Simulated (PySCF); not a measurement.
BeH3IOSi, SMILES [SiH3][O][Be][I].

Geometry: PBE-D3(BJ)/def2-SVP. The def2 effective core potentials stand for the cores of I; spin–orbit coupling is left out. One conformer was computed; it need not be the lowest.

These are IEF-PCM-ωB97X/def2-SVP (PySCF) values and carry that method's errors.

The values are the electrostatic part of the solvation free energy, E(continuum) − E(gas) at the gas-phase geometry, in a cavity of scaled van der Waals radii (PySCF's table); cavitation and dispersion terms are not included. A continuum can't describe solvent molecules that bind to the metal. In vacuum the orbital gap is 11.42 eV. The dipole moment in vacuum is 1.36 D.

```csv
solvent,ε,ΔG(elec) (kcal/mol),dipole (D),gap (eV)
water,78.36,-3.9,1.85,11.74
dimethylsulfoxide,46.83,-3.8,1.84,11.73
dichloromethane,8.93,-3.2,1.77,11.69
```
